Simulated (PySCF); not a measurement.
Si(CCH)(Cl)(H)2 (C₂H₃ClSi), SMILES C#C[SiH2]Cl.

Geometry optimised at PBE0-D3(BJ)/def2-SVP.

Method: PySCF with TDA-LC-ωPBE/def2-SVPD.

Vertical excitations. The molecule is in vacuum. State labels are in the subgroup Cs.

```json
[
 {"state": "S1", "symmetry": "A\"", "energy (eV)": "5.91", "λ (nm)": "210", "f": "0.000", "main pairs": "HOMO→LUMO 62 %, HOMO−1→LUMO+1 12 %"},
 {"state": "S2", "symmetry": "A'", "energy (eV)": "6.29", "λ (nm)": "197", "f": "0.003", "main pairs": "HOMO−1→LUMO 43 %, HOMO→LUMO+1 36 %, HOMO−2→LUMO+1 7 %"},
 {"state": "S3", "symmetry": "A\"", "energy (eV)": "6.35", "λ (nm)": "195", "f": "0.000", "main pairs": "HOMO−1→LUMO+1 76 %"},
 {"state": "S4", "symmetry": "A\"", "energy (eV)": "7.73", "λ (nm)": "160", "f": "0.005", "main pairs": "HOMO−2→LUMO 70 %, HOMO→LUMO 14 %"},
 {"state": "S5", "symmetry": "A'", "energy (eV)": "8.02", "λ (nm)": "155", "f": "0.022", "main pairs": "HOMO−3→LUMO 83 %"},
 {"state": "S6", "symmetry": "A\"", "energy (eV)": "8.68", "λ (nm)": "143", "f": "0.005", "main pairs": "HOMO→LUMO+2 73 %"},
 {"state": "S7", "symmetry": "A'", "energy (eV)": "8.87", "λ (nm)": "140", "f": "0.082", "main pairs": "HOMO−1→LUMO+2 70 %"},
 {"state": "S8", "symmetry": "A\"", "energy (eV)": "8.97", "λ (nm)": "138", "f": "0.004", "main pairs": "HOMO−3→LUMO+1 44 %, HOMO→LUMO+4 18 %, HOMO→LUMO+2 7 %"},
 {"state": "S9", "symmetry": "A'", "energy (eV)": "9.02", "λ (nm)": "138", "f": "0.293", "main pairs": "HOMO−2→LUMO+1 41 %, HOMO→LUMO+1 34 %, HOMO−1→LUMO 8 %"},
 {"state": "S10", "symmetry": "A\"", "energy (eV)": "9.26", "λ (nm)": "134", "f": "0.007", "main pairs": "HOMO−4→LUMO 23 %, HOMO→LUMO+7 13 %, HOMO−3→LUMO+1 12 %, HOMO→LUMO+4 11 %"},
 {"state": "T1", "symmetry": "A'", "energy (eV)": "4.71", "λ (nm)": "263", "f": "0", "main pairs": "HOMO−1→LUMO 42 %, HOMO→LUMO+1 27 %, HOMO−1→LUMO+5 7 %"},
 {"state": "T2", "symmetry": "A\"", "energy (eV)": "5.21", "λ (nm)": "238", "f": "0", "main pairs": "HOMO→LUMO 44 %, HOMO−1→LUMO+1 27 %, HOMO−2→LUMO 7 %"},
 {"state": "T3", "symmetry": "A'", "energy (eV)": "5.24", "λ (nm)": "236", "f": "0", "main pairs": "HOMO→LUMO+1 45 %, HOMO−1→LUMO 28 %, HOMO−2→LUMO+1 8 %"},
 {"state": "T4", "symmetry": "A\"", "energy (eV)": "6.00", "λ (nm)": "207", "f": "0", "main pairs": "HOMO−1→LUMO+1 58 %, HOMO→LUMO 25 %"}
]
```
Triplets are in the Tamm–Dancoff approximation.
